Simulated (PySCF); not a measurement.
4h-pyran-4-one, C5H4O2, SMILES O=c1ccocc1, point group C2v.

Force field and properties: PBE0/pcSseg-1 (PySCF, grid level 2). Vibrational terms come from second-order perturbation theory with semi-diagonal cubic constants, by steps of ±0.6 along the normal coordinates of each isotopologue. The parent has the commonest isotopes.

Equilibrium geometry (Å):

| atom | x | y | z |
| --- | --- | --- | --- |
| O1 | 0.1340 | 2.4716 | -0.1443 |
| C2 | 0.0690 | 1.2556 | -0.0779 |
| C3 | 1.2408 | 0.3806 | 0.0039 |
| C4 | 1.1086 | -0.9517 | 0.0749 |
| O5 | -0.0828 | -1.5853 | 0.0772 |
| C6 | -1.2000 | -0.8322 | 0.0038 |
| C7 | -1.1896 | 0.5064 | -0.0710 |
| H8 | 2.2308 | 0.8272 | 0.0064 |
| H9 | 1.9278 | -1.6610 | 0.1375 |
| H10 | -2.0903 | -1.4531 | 0.0138 |
| H11 | -2.1265 | 1.0526 | -0.1280 |

Question: Give the equilibrium and ground-state rotational constants (MHz) of parent; ²H at 9.

Answer: 
| species | Ae | Be | Ce | A0 | B0 | C0 | Δ0 (u Å²) | harmonic ZPE (cm⁻¹) |
| --- | --- | --- | --- | --- | --- | --- | --- | --- |
| parent | 5915.7 | 2727.6 | 1866.8 | 5861.5 | 2716.9 | 1856.5 | -0.014 | 17828 |
| ²H at 9 | 5656.7 | 2682.1 | 1819.4 | 5606.5 | 2671.4 | 1809.4 | -0.017 | 17097 |

Δ0 = Ic − Ia − Ib from the ground-state constants.

Question: How is the parent's vibrational correction B0 − Be made up?

Answer: 
| axis | harmonic | Coriolis | cubic | total (MHz) |
| --- | --- | --- | --- | --- |
| a | 6.03 | -6.28 | -54 | -54.2 |
| b | 1.96 | -1.67 | -10.9 | -10.6 |
| c | 0.436 | -0.236 | -10.5 | -10.3 |

Question: And its quartic centrifugal distortion constants from the harmonic force field?

Answer: Asymmetric top, A reduction, Ir representation: ΔJ = 0.149 kHz, ΔJK = 0.129 kHz, ΔK = 1.27 kHz, δJ = 0.0502 kHz, δK = 0.374 kHz.

A mode lies under 250 cm⁻¹, where this perturbation treatment is rough.
